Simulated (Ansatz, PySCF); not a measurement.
CH₅ClFNSi₂, SMILES F[Si@@H]1CN[Si@H]1Cl. Atoms are numbered in the order given.

```xyz
11

F      2.5593     0.9040     0.8621
Si     1.4537     0.3325    -0.1974
C      0.3361     1.7167    -0.9185
N     -0.9094     1.2891    -0.2514
Si    -0.6743    -0.2102     0.5886
Cl    -1.5555    -1.8910    -0.3118
H      2.1954    -0.5127    -1.1710
H      0.2730     1.7055    -2.0232
H      0.6647     2.7261    -0.6088
H     -1.7630     1.8051    -0.4466
H     -1.1616    -0.2442     1.9924
```

Geometry optimised at B3LYP-D3(BJ)/def2-SVP. The structure was generated by enumeration; whether it is a known compound was not checked.

Two levels are set side by side: PBE-D3(BJ)/def2-SVP (Ansatz, a quantum-chemistry and plane-wave program) and B3LYP-D3(BJ)/def2-SVP (Ansatz). Each level has its own optimised geometry; the coordinates shown are those of the second. Frequencies come from the Hessian of PySCF at each geometry. Differences are taken from unrounded values.

```csv
quantity,B3LYP-D3(BJ),PBE-D3(BJ),PBE-D3(BJ) minus B3LYP-D3(BJ)
mean bond length (Å),1.582,1.591,0.009
bond F1–Si2 (Å),1.635,1.646,0.012
bond Si2–C3 (Å),1.920,1.926,0.007
bond Si2–Si5 (Å),2.333,2.340,0.008
bond C3–N4 (Å),1.476,1.475,-0.001
bond N4–Si5 (Å),1.735,1.746,0.011
bond Si5–Cl6 (Å),2.101,2.106,0.006
bond Si2–H7 (Å),1.487,1.502,0.015
bond C3–H8 (Å),1.107,1.115,0.009
bond C3–H9 (Å),1.106,1.114,0.009
bond N4–H10 (Å),1.016,1.024,0.008
bond Si5–H11 (Å),1.486,1.501,0.015
highest harmonic wavenumber (cm⁻¹),3580,3493,-87
mean harmonic wavenumber (cm⁻¹),1082,1050,-32
zero-point energy (kcal/mol),41.75,40.52,-1.23
```

Exact exchange shortens and stiffens bonds; PBE has none. Differences between two approximate levels are no errors against the true value.
